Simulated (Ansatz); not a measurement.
One change: `C#C[Si](F)(Cl)Cl` becomes `F[Si](S)(Cl)Cl`.

Ansatz, PBE0-D4/def2-TZVP geometries, multiplicity 1. Each molecule was computed in one conformer, which needn't be the lowest.

| property | `C#C[Si](F)(Cl)Cl` |
| --- | --- |
| HOMO energy (ωB97M-V/def2-TZVPP) / eV | -11.23 |
| size of the dipole moment (ωB97M-V/def2-TZVPP) / D | 2.08 |
| size of the dipole moment (B3LYP/def2-TZVPP) / D | 2.07 |
| HOMO–LUMO gap (PBE/def2-TZVPP) / eV | 5.81 |
| HOMO–LUMO gap (B3LYP/def2-TZVPP) / eV | 7.56 |
| LUMO energy (PBE/def2-TZVPP) / eV | -1.90 |

Task: What does the change do to each property? (Estimate.)

Result: Computed: 
```csv
property,`F[Si](S)(Cl)Cl`,shift
HOMO energy (ωB97M-V/def2-TZVPP) / eV,-10.54,0.69
size of the dipole moment (ωB97M-V/def2-TZVPP) / D,1.16,-0.92
size of the dipole moment (B3LYP/def2-TZVPP) / D,1.17,-0.90
HOMO–LUMO gap (PBE/def2-TZVPP) / eV,5.78,-0.03
HOMO–LUMO gap (B3LYP/def2-TZVPP) / eV,7.55,-0.01
LUMO energy (PBE/def2-TZVPP) / eV,-1.26,0.64
```

With PBE0 the HOMO rises by 0.65 eV and the LUMO rises by 0.70 eV, so the gap widens by about 0.05 eV. PBE moves the HOMO by 0.67 eV and ωB97M-V by 0.69 eV. Dipoles are sizes alone; their direction can turn.

B3LYP here is the variant with VWN-RPA as its local correlation; programs differ in this.
